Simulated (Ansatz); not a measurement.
Consider the formal exchange of groups at a Te–Si bond: `O[Si](O)(O)[TeH]` + `C[SiH2]F` → `F[SiH2]C[TeH]` + `O[SiH](O)O`.

Program: Ansatz. Geometries: PBE0-D4/def2-TZVP. ΔE: electronic, gas phase. CCSD(T)/CBS is the MP2 limit (def2-TZVPP, def2-QZVPP) plus CCSD(T) − MP2 in def2-TZVPP, frozen cores. Functionals use def2-TZVPP. B3LYP here is the variant with VWN-RPA as its local correlation; programs differ in this. Elements past krypton have def2 core potentials. For Te outer-core shells are correlated without core-valence functions, which leaves a few kJ/mol of doubt a bond. One conformer a species, not always the lowest.

`O[Si](O)(O)[TeH]`:

Z-matrix (Å, degrees):
```
Si
O 1 1.636
O 1 1.629 2 114.7
O 1 1.631 2 107.0 3 117.5
Te 1 2.488 2 105.9 3 -119.1
H 2 0.959 1 117.2 3 59.7
H 3 0.960 1 116.1 2 94.8
H 4 0.958 1 117.8 2 56.5
H 5 1.656 1 91.5 2 165.7
```

`C[SiH2]F`:

Cartesian coordinates in Å:
```
C 0.955 0.097 -0.219
Si -0.847 -0.044 0.192
F -1.231 -1.591 0.373
H 1.188 -0.432 -1.146
H 1.229 1.148 -0.349
H 1.574 -0.319 0.579
H -1.170 0.643 1.468
H -1.698 0.497 -0.898
```

`F[SiH2]C[TeH]`:

```xyz
9

F    -0.437   -0.132    1.898
Si   -1.003    0.125    0.422
C     0.416    0.431   -0.734
Te    1.822   -1.198   -0.730
H    -1.766   -1.073    0.001
H    -1.888    1.315    0.508
H     0.945    1.361   -0.528
H     0.040    0.470   -1.760
H     1.871   -1.297    0.923
```

`O[SiH](O)O`:

Z-matrix (Å, degrees):
```
Si
O 1 1.641
O 1 1.633 2 105.0
O 1 1.630 2 114.4 3 -119.5
H 1 1.476 2 110.6 3 122.9
H 2 0.958 1 117.9 3 -173.6
H 3 0.958 1 116.6 2 25.4
H 4 0.959 1 117.6 2 72.3
```

```json
{"level": "PBE-D4", "ΔE (kcal/mol)": "23.3", "difference from CCSD(T)/CBS": "2.3"}
{"level": "r2SCAN-D4", "ΔE (kcal/mol)": "23.7", "difference from CCSD(T)/CBS": "2.7"}
{"level": "PBE0-D4", "ΔE (kcal/mol)": "23.7", "difference from CCSD(T)/CBS": "2.7"}
{"level": "B3LYP-D4", "ΔE (kcal/mol)": "22.2", "difference from CCSD(T)/CBS": "1.2"}
{"level": "ωB97X-V", "ΔE (kcal/mol)": "22.3", "difference from CCSD(T)/CBS": "1.3"}
{"level": "ωB97M-V", "ΔE (kcal/mol)": "22.4", "difference from CCSD(T)/CBS": "1.4"}
{"level": "B2PLYP", "ΔE (kcal/mol)": "21.6", "difference from CCSD(T)/CBS": "0.6"}
{"level": "PBE", "ΔE (kcal/mol)": "23.2", "difference from CCSD(T)/CBS": "2.2"}
{"level": "r2SCAN", "ΔE (kcal/mol)": "23.6", "difference from CCSD(T)/CBS": "2.6"}
{"level": "PBE0", "ΔE (kcal/mol)": "23.6", "difference from CCSD(T)/CBS": "2.6"}
{"level": "B3LYP", "ΔE (kcal/mol)": "22.0", "difference from CCSD(T)/CBS": "1.0"}
{"level": "HF/def2-TZVPP", "ΔE (kcal/mol)": "22.0", "difference from CCSD(T)/CBS": "1.0"}
{"level": "MP2/def2-TZVPP", "ΔE (kcal/mol)": "21.2", "difference from CCSD(T)/CBS": "0.2"}
{"level": "SCS-MP2/def2-TZVPP", "ΔE (kcal/mol)": "20.1", "difference from CCSD(T)/CBS": "-0.9"}
{"level": "CCSD/def2-TZVPP", "ΔE (kcal/mol)": "20.7", "difference from CCSD(T)/CBS": "-0.3"}
{"level": "CCSD(T)/def2-TZVPP", "ΔE (kcal/mol)": "20.5", "difference from CCSD(T)/CBS": "-0.5"}
{"level": "HF/def2-QZVPP", "ΔE (kcal/mol)": "21.9", "difference from CCSD(T)/CBS": "0.9"}
{"level": "MP2/def2-QZVPP", "ΔE (kcal/mol)": "21.5", "difference from CCSD(T)/CBS": "0.5"}
{"level": "SCS-MP2/def2-QZVPP", "ΔE (kcal/mol)": "20.4", "difference from CCSD(T)/CBS": "-0.6"}
{"level": "HF/CBS(def2)", "ΔE (kcal/mol)": "21.8", "difference from CCSD(T)/CBS": "0.8"}
{"level": "MP2/CBS(def2)", "ΔE (kcal/mol)": "21.7", "difference from CCSD(T)/CBS": "0.7"}
{"level": "CCSD/CBS(def2)", "ΔE (kcal/mol)": "21.2", "difference from CCSD(T)/CBS": "0.2"}
{"level": "CCSD(T)/CBS", "ΔE (kcal/mol)": "21.0", "difference from CCSD(T)/CBS": "0"}
```

Largest T1 diagnostic among the species: 0.012.

In def2-TZVPP, CCSD(T) changes the Hartree–Fock value by −1.5 kcal/mol (the triples alone add −0.2 kcal/mol) and MP2 by −0.8 kcal/mol.
